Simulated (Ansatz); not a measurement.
Consider the redistribution: `[BH2][GeH2][Cl]` + `Cl[SiH2][SiH]1CO1` → `B[SiH]1CO1` + `Cl[SiH2][GeH2][Cl]`.

Isolated molecules relaxed with PBE0-D4/def2-TZVP in Ansatz; ΔE leaves out vibrations. CBS: MP2 limit from def2 TZ/QZ plus the TZ coupled-cluster correction, frozen cores. Functionals use def2-TZVPP. For Ge outer-core shells are correlated without core-valence functions, which leaves a few kJ/mol of doubt a bond. Scalar relativity is left out up to krypton. Each species was taken in one conformer, which may not be the lowest.

`[BH2][GeH2][Cl]`:

Cartesian coordinates in Å:
```
B -0.660 -0.018 1.104
Ge 0.498 -0.068 -0.591
Cl -0.460 0.995 -2.220
H -0.263 -0.566 2.088
H -1.711 0.543 1.125
H 1.865 0.613 -0.396
H 0.732 -1.499 -1.108
```

`Cl[SiH2][SiH]1CO1`:

```xyz
10

Cl   -0.720    2.506   -1.839
Si    0.712    1.300   -0.972
Si   -0.344   -0.666   -0.298
C    -0.558   -1.052    1.461
O     0.551   -1.650    0.718
H     1.776    1.060   -1.978
H     1.283    2.006    0.200
H    -1.168   -1.352   -1.322
H    -0.235   -0.370    2.245
H    -1.297   -1.781    1.786
```

`B[SiH]1CO1`:

```xyz
9

B    -1.312   -0.287    1.194
Si    0.475    0.171    0.489
C     0.667    0.164   -1.337
O     1.236   -0.903   -0.562
H    -1.888   -1.239    0.759
H    -1.868    0.411    1.987
H     1.423    1.004    1.267
H    -0.136   -0.147   -2.002
H     1.402    0.825   -1.795
```

`Cl[SiH2][GeH2][Cl]`:

Cartesian coordinates in Å:
```
Cl -1.711 -0.288 -1.949
Si -1.182 -0.287 0.035
Ge 1.085 0.425 0.214
Cl 2.271 -1.066 -0.808
H -2.083 0.643 0.761
H -1.331 -1.660 0.570
H 1.358 1.763 -0.488
H 1.593 0.470 1.665
```

```
             species  PBE0-D4 energy (Eh)
   `[BH2][GeH2][Cl]`          -2564.02719
 `Cl[SiH2][SiH]1CO1`          -1155.11563
        `B[SiH]1CO1`           -430.39823
`Cl[SiH2][GeH2][Cl]`          -3288.74880
```

(1) Work out ΔE.

Largest T1 diagnostic among the species: 0.018.

Answers

(1) ΔE = (-430.39823) + (-3288.74880) − (-2564.02719) − (-1155.11563) = -0.00421 Eh = -11.1 kJ/mol. CCSD(T)/CBS gives -6.1 kJ/mol.

In def2-TZVPP, CCSD(T) changes the Hartree–Fock value by −6.6 kJ/mol (the triples alone add −1.8 kJ/mol) and MP2 by −6.3 kJ/mol. From PBE to PBE0 (25 % exact exchange), in def2-TZVPP and without D4, ΔE moves by +5.2 kJ/mol.
